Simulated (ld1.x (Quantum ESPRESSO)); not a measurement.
## What one change does to a pseudopotential (Ga (Z = 31), TM)

```json
{"Element": "gallium", "Generator": "ld1.x (Quantum ESPRESSO) 7.5", "Type": "norm-conserving Troullier–Martins (Kleinman–Bylander form)", "Functional": "PBEsol", "Relativity": "scalar-relativistic", "Frozen core": "[Ar]", "Valence charge": "13", "Reference configuration": "3d10 4s1 4p2", "Partial waves": "4p (bound): rc 2.15 bohr; 3d (bound): rc 1.30 bohr; 4s (bound): rc 1.45 bohr", "Local potential": "the s channel", "Core correction": "Bessel-smoothed model core inside 0.90 bohr"}
```

All-electron outer shells of the reference configuration (PBEsol, scalar-relativistic, ld1.x):

| shell | level (eV) | outermost node (bohr) | outermost maximum (bohr) |
| --- | --- | --- | --- |
| 3s | -149.72 | 0.27 | 0.56 |
| 3p | -100.62 | 0.24 | 0.56 |
| 3d | -21.05 | – | 0.53 |
| 4s | -10.06 | 0.81 | 1.87 |
| 4p | -3.35 | 0.87 | 2.47 |

Change: wave 4p (bound): rc 2.15 bohr becomes 4p (bound): rc 1.64 bohr.

Cutoffs: the cutoffs (Ry, on a coarse ladder) from which the occupation-weighted sum of valence levels, in a spherical-Bessel basis at the reference potential, stays within 10 and 1 mRy of its value at 400 Ry; they do not see the model core or the augmentation charge, which bear on the density cutoff. Errors are all-electron minus pseudo energies relative to the spin-unpolarised reference configuration.

**Question.** What does the change do?

**Answer.** The potential gets neither clearly harder nor softer (180 Ry and 300 Ry → 180 Ry and 300 Ry); a bound ghost appears in p, which as a rule spoils a file; of the 7 tests that both files solve, the error grows in 0 and shrinks in 3 by more than 15 % and 0.3 meV (median size 2.7 → 1.8 meV). Less of the atom is replaced, so other configurations are described better.

| quantity | base | changed |
| --- | --- | --- |
| cutoff, loose | 180 Ry | 180 Ry |
| cutoff, tight | 300 Ry | 300 Ry |
| loose cutoff by channel (10 mRy a level) | p 6 Ry, d 140 Ry, s 30 Ry | p 15 Ry, d 140 Ry, s 30 Ry |
| bound ghosts | none | p |
| error for 3d10 4s2 4p1, meV [ΔE -6.55 eV] | -0.3 | +0.1 |
| error for 3d10 4s2 4p0, meV [ΔE -0.87 eV] | -2.7 | -1.1 |
| error for 3d10 4s1 4p0, meV [ΔE 20.26 eV] | -8.3 | -6.6 |
| error for 3d10 4s1 4p1, meV [ΔE 6.53 eV] | -1.4 | -1.1 |
| error for 3d10 4s0 4p3, meV [ΔE 6.84 eV] | -2.3 | -1.8 |
| error for 3d9 4s0 4p0, meV [ΔE 115.23 eV] | -534 | -575 |
| error for 3d10 4s0 4p0, meV [ΔE 51.39 eV] | -43 | -42 |

 A true bound ghost makes a file unfit for plane-wave use even where its test errors are small: the radial tests pick states by their node count and pass the ghost by.
